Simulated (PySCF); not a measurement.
# Ta⁶⁰⁺ (tantalum, charge +60) across methods

[Ne] 3s2 3p1, 2P determinant. Computed with PySCF 2.14 in an even-tempered Gaussian basis (17 s from 16 bohr⁻², ratio 2.5; 12 p from 20 bohr⁻², ratio 2.5; 4 d from 79 bohr⁻², ratio 2.7; 4 f from 120 bohr⁻², ratio 2.7), with the spin-free X2C one-electron Hamiltonian (Gaussian nucleus).

```
method   E (hartree)  mean ε 3s α (eV)  mean ε 3s β (eV)  mean ε 3p α (eV)  Σ⟨r²⟩ (bohr²)   ⟨S²⟩
r2SCAN     -11465.18           -6614.3           -6597.5           -6216.2         0.1693  0.750
  PBE0     -11465.03           -6626.2           -6609.0           -6227.1         0.1692  0.750
   LDA     -11454.87           -6607.6           -6594.8           -6209.4         0.1693  0.750
  TPSS     -11465.66           -6612.8           -6597.4           -6214.2         0.1692  0.750
M06-2X     -11466.10           -6638.4           -6617.9           -6243.0         0.1693  0.750
   UHF  -11463.89583           -6670.7           -6642.5           -6269.6         0.1693  0.750
   PBE     -11465.23           -6610.9           -6597.2           -6212.6         0.1692  0.750
```

Spin-orbit coupling, absent here, splits the open shell strongly.
